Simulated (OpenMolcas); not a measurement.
Ir3+: moving or changing the point charges

Ir3+ among 4 point charges of -2.5 e arranged as a tetrahedron (Td), 2.21 Å from the ion.

| Quantity | Value |
| --- | --- |
| Program | OpenMolcas |
| Method | SS-CASPT2, IPEA 0.25 Eh, imaginary shift 0.1 Eh (closed shells correlated: 4f 5s 5p) |
| Basis | ANO-RCC-VTZP [8s7p5d3f1g] |
| Scalar Hamiltonian | DKH2, point nucleus |
| Active space | 6 electrons in 5 orbitals (5d) |
| State averaging | 2S+1 = 5 even, 5 roots; 2S+1 = 3 even, 45 roots; 2S+1 = 1 even, 50 roots |
| Spin-orbit coupling | RASSI with atomic mean-field integrals over the reference wave functions |

Runs around this geometry, states (labels of Td). Energies in cm-1 above the lowest state or level, χT in cm3 K/mol.

```csv
R (Å),q (e),Ground state,First state of that spin,First gap with spin-orbit (degeneracies),χT at 300 K,First state of another spin
2.21,-1.62,5E,5T2 2010,"130 (1, 3)",5.010,3T1 16160
2.08,-2.5,5E,5T2 3080,"210 (1, 3)",4.653,3T1 15150
2.21,-2.5,5E,5T2 2580,"180 (1, 3)",4.830,3T1 15700
2.3,-2.5,5E,5T2 2240,"160 (1, 3)",4.925,3T1 15950
```

Taking the first state of the same spin as R^-n, n = -ln(2240 / 3080) / ln(2.3 / 2.08) = 3.2 between the shortest and longest distance.

Scaling the charges by -1.62 / -2.5 = 0.65 scales the first state of the same spin by 2010 / 2580 = 0.78; with fixed orbitals a first-order splitting would follow the charge.

Roots that are degenerate in the reference are averaged as groups; the widest CASPT2 spread within a group is 300 cm-1 (the 3-fold group of multiplicity 3 near 41200 cm-1 above the lowest state of its run, R = 2.3, q = -2.5). Shifts and gaps below about the spread of the groups concerned are not significant. An orbital doublet at a regular site is open to a Jahn-Teller distortion, which this geometry leaves out. Point charges give a weaker field than real ligands, and real ions of this kind are as a rule low spin; the high spin found here belongs to the model. The ground term spreads over less than 5000 cm-1, several times less than with real ligands, so orbital moments are less quenched and χT lies further from the spin-only value than at real sites. Free-ion shares, where given, are those of the reference states; single-state CASPT2 does not remix them. Spin-orbit coupling mixes the spin-free states strongly: the lowest level takes only 59 % from its leading state, 5E (figures for R = 2.21, q = -1.62; the like holds for R = 2.08, q = -2.5, R = 2.21, q = -2.5, R = 2.3, q = -2.5). Point charges carry no covalency, so the field is a model and not that of real ligands. No measured value stands beside these numbers.
